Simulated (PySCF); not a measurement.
# Reading the logs of faulty runs: B2H7Si anion

These are calculations, not measurements. They come from PySCF 2.14.0, an open-source quantum chemistry program, on an isolated molecule that a program drew, which may never have been made. The molecule is B2H7Si anion (charge -1, singlet), drawn as the SMILES string `B[BH2-][SiH3]`.

Each row is a Hartree-Fock (HF) and frozen-core CCSD(T) single point in the aug-cc-pV(D+d)Z basis, meant for a local HF minimum. Run 1 is clean. Each other run has one planted mistake out of seven kinds, and not every kind appears here: one electron removed, one electron added, multiplicity raised by two, geometry at a saddle point, minimal basis STO-3G, one bond length entered in bohr, all coordinates scaled. The reference is restricted for singlets and unrestricted otherwise, and also for a bond in bohr. Adding or removing an electron swaps singlet and doublet. Electrons count all cores. HOMO and LUMO are orbital energies over both spins, the gradient is its largest component, and the lowest frequency (negative if imaginary) is given only where the gradient is small. Bond lengths are over the 9 bonds as drawn. T1 is the CCSD diagnostic: over 0.02 (restricted) or 0.045 (unrestricted) a single reference is doubtful.

Geometry of the clean run:
```xyz
10
B2H7Si anion, angstrom
B    -1.6887   -1.7113    1.6041
B    -0.7236   -0.3709    1.9892
Si    1.1855   -0.9835    1.5248
H    -1.9247   -2.6287    2.3784
H    -2.1565   -1.9208    0.4932
H    -0.8823    0.6328    1.2830
H    -0.6490   -0.0837    3.1906
H     2.2335    0.0671    1.7949
H     1.4618   -1.3518    0.0859
H     1.7290   -2.1797    2.2705
```

```
run,electrons,basis functions,<S^2>,HOMO (eV),LUMO (eV),gradient (hartree/bohr),lowest frequency (cm^-1),mean bond (Å),longest bond (Å),T1,HF (hartree),CCSD(T) (hartree),mistake
1,32,141,0.000,-4.31,3.68,1.7e-05,127,1.4673,2.058,0.0150,-342.34895,-342.75409,no fault
2,31,141,0.791,-11.37,-1.55,5.4e-02,-,1.4673,2.058,0.0232,-342.24425,-342.61407,one electron removed
3,32,141,2.028,-1.10,3.76,8.0e-02,-,1.4673,2.058,0.0224,-342.23978,-342.63419,multiplicity raised by two
4,32,26,0.000,-1.20,13.25,3.7e-02,-,1.4673,2.058,0.0099,-338.27524,-338.44548,minimal basis STO-3G
5,32,141,0.000,-4.29,3.69,9.4e-03,-,1.4409,2.021,0.0149,-342.34680,-342.75172,?
```

**Which mistake was planted in run 5, and what did it cost?**

The mean and the longest bond both change by the same factor, 0.982, and the gradient is no longer small. So the mistake is: all coordinates scaled. Subtracting run 1 and multiplying by 627.51 kcal/mol a hartree, the energy moved by 1.3 kcal/mol in HF and 1.5 kcal/mol in CCSD(T).

